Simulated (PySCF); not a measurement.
In(Me)3 (C3H9In), SMILES [CH3][In]([CH3])[CH3].

Coordinates come from a B3LYP-D3(BJ)/def2-SVP optimisation. The isomer is the one that the SMILES or the coordinates give; other isomers of the formula were not compared. The def2 effective core potentials stand for the cores of In; spin–orbit coupling is left out.

Two levels are set side by side: TDDFT-PBE/def2-SVPD (PySCF) and TDDFT-PBE0/def2-SVPD (PySCF). Vertical, same geometry. The lowest singlet is HOMO→LUMO 100 % with PBE and HOMO→LUMO 100 % with the other functional; states are paired by order. Differences are taken from unrounded values.

```csv
quantity,TDDFT-PBE0,TDDFT-PBE,TDDFT-PBE minus TDDFT-PBE0
lowest singlet excitation (eV),4.75,4.34,-0.41
lowest triplet excitation (TDA) (eV),4.49,4.11,-0.38
first bright state (f over 0.05) (eV),5.84,5.26,-0.59
its oscillator strength,0.13,0.09,-0.04
```

A lower first singlet is the usual sign of a functional without exact exchange. Differences between two approximate levels are no errors against the true value.

Rough cost on one machine, each run with all the roots and properties that it gave: TDDFT-PBE0 against TDDFT-PBE about 4 times.
